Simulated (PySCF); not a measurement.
Vertical excitations of a molecule C3H7ClSi from TDA-B3LYP/def2-SVPD run with PySCF, as energy in eV (oscillator strength): 6.40 (0.475), 6.46 (0.003), 6.57 (0.004), 6.99 (0.003), 7.05 (0.003), 7.16 (0.005), 7.32 (0.009), 7.49 (0.001), 7.53 (0.006), 7.76 (0.008). Lowest triplet (TDA): 4.03 eV. Geometry: ωB97X-D3(BJ)/def2-SVP. The values are those of a single conformer.

Q: Which structure fits?
A) C=CC[SiH2]Cl
B) ClC1C[SiH2]C1
C) C=C[Si@H](C)Cl
D) C[SiH2]/C=C/Cl

A: D, C[SiH2]/C=C/Cl
